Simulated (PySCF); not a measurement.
C5H5BS.
Atom-mapped SMILES: `[CH:1]#[C:2][C:3]#[C:4][BH:5][S:6][CH3:7]` (hydrogens: H8 on C1; H9 on B5; H10, H11, H12 on C7)

Level of theory: PBE0-D3(BJ)/def2-SVP geometry optimisation, gas phase (PySCF).

Give the optimised bond lengths and angles.

```json
{"bond": "C1≡C2", "length (Å)": "1.218"}
{"bond": "C2–C3", "length (Å)": "1.367"}
{"bond": "C3≡C4", "length (Å)": "1.228"}
{"bond": "C4–B5", "length (Å)": "1.512"}
{"bond": "B5–S6", "length (Å)": "1.773"}
{"bond": "S6–C7", "length (Å)": "1.816"}
{"bond": "C1–H8", "length (Å)": "1.075"}
{"bond": "B5–H9", "length (Å)": "1.208"}
{"bond": "C7–H10, C7–H11, C7–H12", "length (Å)": "1.098"}
```

Bonds in one row agree within 0.01 Å and their mean is given. A selection of angles:
```json
{"angle": "C2–C1–H8", "degrees": "180.0"}
{"angle": "C1–C2–C3", "degrees": "180.0"}
{"angle": "C2–C3–C4", "degrees": "179.9"}
{"angle": "C3–C4–B5", "degrees": "179.4"}
{"angle": "C4–B5–S6", "degrees": "118.6"}
{"angle": "C4–B5–H9", "degrees": "121.5"}
{"angle": "S6–B5–H9", "degrees": "119.9"}
{"angle": "B5–S6–C7", "degrees": "103.5"}
{"angle": "S6–C7–H10", "degrees": "110.6"}
{"angle": "S6–C7–H11", "degrees": "107.3"}
{"angle": "H10–C7–H11", "degrees": "109.2"}
```

Dihedral angles: C4–B5–S6–C7 180° (antiperiplanar).

S6 (sulfur bonded to B and C) is bent (angle 103.5°). The 7 heavy atoms lie in one plane (0.000 Å rms). The C–C distances run from 1.218 Å (C1≡C2, drawn triple) to 1.367 Å (C2–C3, drawn single), a spread of 0.149 Å. B5 (three-coordinate boron) is planar (angles 121.5°, 119.9° and 118.6°, sum 360.0°, 0.00 Å off the plane of its three neighbours).

Point group: Cs (tolerance 0.08 Å). PBE0-D3(BJ)/def2-SVP frequencies: not computed here. One conformer, not necessarily the lowest.

The run took 56 s of wall time on one thread of an Arm Neoverse V1, shared host with 32 logical CPUs at a one-minute load of 33, and the process peaked at 0.51 GiB of memory. That covers the optimisation of the geometry.
